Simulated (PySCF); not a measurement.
This PySCF input asks for the NMR shieldings of `InChI=1S/C7H10FO2/c1-2-6(5-8)7-9-3-4-10-7/h2,6H,1,3-5H2/q+1/t6-/m1/s1`; the geometry comes from GFN2-xTB.

```python
import basis_set_exchange as bse
import numpy as np
from pyscf import gto, dft
from pyscf.prop import nmr

atoms = """
C    -2.376941    1.372746    0.629871
C    -1.710483    0.241808    0.507913
C    -0.885285   -0.107289   -0.735714
C    -1.247016   -1.512615   -1.251046
F    -2.524521   -1.476060   -1.704944
C     0.495291    0.007757   -0.250152
O     1.080249   -0.945033    0.378061
C     2.369542   -0.495067    0.833686
C     2.418259    0.959409    0.328062
O     1.154422    1.101470   -0.345629
H    -2.356621    2.146902   -0.119009
H    -3.001968    1.554460    1.487746
H    -1.742751   -0.533659    1.258753
H    -1.076707    0.638486   -1.512612
H    -0.610353   -1.802436   -2.094169
H    -1.198490   -2.263555   -0.455554
H     3.129383   -1.145301    0.393139
H     2.399600   -0.589752    1.921752
H     3.212323    1.152098   -0.397533
H     2.466920    1.706309    1.124341
"""
names = dict.fromkeys(["C", "F", "O", "H"], "pcSseg-1")
basis = {el: gto.basis.parse(bse.get_basis(n, elements=[el], fmt="nwchem")) for el, n in names.items()}
mol = gto.M(atom=atoms, basis=basis, charge=1, verbose=0)
mf = dft.RKS(mol, xc="PBE0")
mf.grids.level = 2
mf.grids.alignment = dft.numint.BLKSIZE   # the property module wants whole blocks of grid points
mf.conv_tol = 1e-9
mf.kernel()

calc = nmr.RKS(mf)   # GIAO
C = mf.mo_coeff
Co = C[:, mf.mo_occ > 0]
resp = mf.gen_response(singlet=True, hermi=2)
def vind(x):   # induced exchange potential for any number of trial vectors
    d = np.einsum("pi,xij,qj->xpq", C, 2 * x.reshape(-1, C.shape[1], Co.shape[1]), Co, optimize=True)
    return np.einsum("xpq,pi,qj->xij", resp(d - d.transpose(0, 2, 1)), C, Co, optimize=True).ravel()
mo1, _ = nmr.rhf.solve_mo1(calc, with_cphf=vind)
sigma = calc.kernel(mo1)
for i, s in enumerate(sigma):   # ppm
    w = np.linalg.eigvalsh((s + s.T) / 2)
    print("%2d %-2s iso %8.1f  s11 %8.1f  s22 %8.1f  s33 %8.1f" % (i, mol.atom_pure_symbol(i), w.mean(), *w))
```

**Question.** What are the results?

**Answer.** 
```
 0 C  iso     39.0  s11    -82.7  s22     39.4  s33    160.3
 1 C  iso     53.4  s11    -53.4  s22     81.2  s33    132.3
 2 C  iso    134.0  s11    113.5  s22    143.3  s33    145.3
 3 C  iso    105.0  s11     75.5  s22     86.3  s33    153.3
 4 F  iso    421.6  s11    373.8  s22    420.2  s33    470.8
 5 C  iso    -11.7  s11    -76.3  s22    -24.7  s33     65.9
 6 O  iso     95.6  s11    -74.5  s22    156.3  s33    205.0
 7 C  iso    111.3  s11     72.5  s22     88.2  s33    173.3
 8 C  iso    112.3  s11     74.9  s22     89.1  s33    173.0
 9 O  iso     90.7  s11    -78.0  s22    161.5  s33    188.6
10 H  iso     25.0  s11     20.4  s22     25.0  s33     29.7
11 H  iso     25.0  s11     21.7  s22     24.3  s33     28.9
12 H  iso     25.9  s11     24.0  s22     25.3  s33     28.5
13 H  iso     27.3  s11     24.8  s22     27.2  s33     30.0
14 H  iso     26.5  s11     22.0  s22     27.7  s33     29.8
15 H  iso     26.5  s11     21.9  s22     27.5  s33     30.0
16 H  iso     26.2  s11     22.5  s22     24.5  s33     31.8
17 H  iso     26.3  s11     22.7  s22     24.5  s33     31.6
18 H  iso     26.2  s11     22.6  s22     24.4  s33     31.8
19 H  iso     26.3  s11     22.9  s22     24.4  s33     31.6
```

These numbers come from an equivalent density-fitted implementation of the same equations, which agrees with the script to about 0.01 ppm for H and up to a few tenths of a ppm for heavy atoms, so last digits may differ.

**Question.** Turn these shieldings into chemical shifts. Chemical shifts δ = σref − σ; TMS for 13C (σ = 186.93 ppm) and 1H (σ = 31.72 ppm); 19F (σ = 170.95 ppm) against CFCl3; 17O (σ = 336.08 ppm) vs H2O, all at this level.

**Answer.** Averaging equivalent atoms: C 5: 198.6; C 0: 147.9; C 1: 133.5; C 3: 81.9; C 7/8: 75.1; C 2: 52.9; F 4: -250.6; O 6/9: 242.9; H 11: 6.76; H 10: 6.70; H 12: 5.77; H 17/18: 5.47; H 16/19: 5.44; H 14: 5.22; H 15: 5.22; H 13: 4.40 ppm. Unscaled 19F shifts against computed CFCl3 carry errors that often reach 10 to 50 ppm. Experimental scales use liquid or dissolved standards, which lie at an offset from isolated H2O (liquid H2O: subtract about 36 ppm).

Size and cost of the density-fitted run: 220 basis functions, 57 s wall time on 1 thread of an Arm Neoverse V1, shared host.
